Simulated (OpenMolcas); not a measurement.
Re5+ among 2 point charges of -1.5 e arranged as a linear pair (D∞h).

```json
{
  "Program": "OpenMolcas 26.06",
  "Method": "SS-CASPT2, IPEA 0.25 Eh, imaginary shift 0.1 Eh (closed shells correlated: 5s 5p)",
  "Basis": "ANO-RCC-VDZP [7s6p4d2f1g]",
  "Scalar Hamiltonian": "DKH2, point nucleus",
  "Active space": "2 electrons in 5 orbitals (5d)",
  "State averaging": "2S+1 = 3 even, 10 roots; 2S+1 = 1 even, 15 roots",
  "Spin-orbit coupling": "RASSI with atomic mean-field integrals over the reference wave functions"
}
```

All point charges move together. At R = 2.02 Å the first state of the same spin is 2850 cm-1, and at R = 2.13 Å it is 1700 cm-1.

A third run gives 5100 cm-1. What distance was it run at?

With a power law R^-n the two known points give n = -ln(1700 / 2850) / ln(2.13 / 2.02) = 9.74. Then R = 2.02 × (2850 / 5100)^(1/9.74) = 1.903 Å. The run was at 1.86 Å, so the estimate is off by +0.043 Å.

Free-ion shares, where given, are those of the reference states; single-state CASPT2 does not remix them. Spin-orbit coupling mixes the spin-free states strongly: the lowest level takes only 58 % from its leading state, 3Σ (figures for R = 1.86; the like holds for R = 2.02, R = 2.13). Point charges carry no covalency, so the field is a model and not that of real ligands. No measured value stands beside these numbers.
